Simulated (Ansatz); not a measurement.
Z-matrix (Å, degrees):
```
C
O 1 1.407
H 1 1.097 2 112.0
H 1 1.092 2 108.0 3 -119.2
H 1 1.098 2 112.1 3 122.0
Ge 2 1.779 1 119.4 3 -54.7
S 6 2.227 2 109.9 1 58.7
C 6 1.942 2 111.2 1 -58.5
H 6 1.534 2 103.0 1 177.3
H 7 1.343 6 94.1 2 65.8
H 8 1.091 6 110.3 2 65.6
H 8 1.091 6 109.9 2 -174.4
H 8 1.091 6 109.7 2 -54.5
```

Charge 0, multiplicity 1.

(1) List the r2SCAN/def2-TZVPP orbital energies in eV (Ansatz). (Estimate.)

Answers

(1) The calculation gave: Occupied: -10834.73, -2408.99, -1349.75, -1199.82, -1199.80, -1199.79, -515.55, -274.10, -273.21, -213.42, -168.01, -157.50, -157.42, -157.29, -117.75, -117.70, -117.64, -31.15, -31.02, -30.96, -30.92, -30.92, -26.01, -19.00, -18.29, -17.36, -13.56, -11.41, -11.26, -11.12, -10.61, -10.42, -9.94, -8.52, -8.26, -7.30, -6.55, -6.44. Lowest empty: -0.22, 0.30, 0.56, 0.90, 1.64, 2.04, 2.69, 3.01.
